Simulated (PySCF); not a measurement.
Diatomics with 68 electrons

PBE0 in PySCF with def2-TZVPP on every atom (core potentials on Sb, Te, I), for the lowest determinant that a PBE0 search found; no spin–orbit coupling. All have 68 electrons, 12 of them in the valence shells, and the same state, a triplet (π ↑↑). For ions De leads to the atom and ion picked by measured ionisation energies and electron affinities.

```tsv
species	difference of nuclear charges	Re (Å)	ωe (cm⁻¹)	k (mdyn/Å)	De (eV)	dissociates to	Mayer bond order
Se2	0	2.163	404	3.85	3.72	Se + Se	2.05
SbCl	34	2.338	375	2.25	3.20	Sb + Cl	1.06
TeS	36	2.219	497	3.73	3.69	Te + S	2.04
PI	38	2.370	381	2.13	2.59	P + I	1.41
```

Spin–orbit coupling is left out, which matters for elements this heavy, above all for dissociation energies. States were picked by a PBE0 search and need not be the measured ground states.
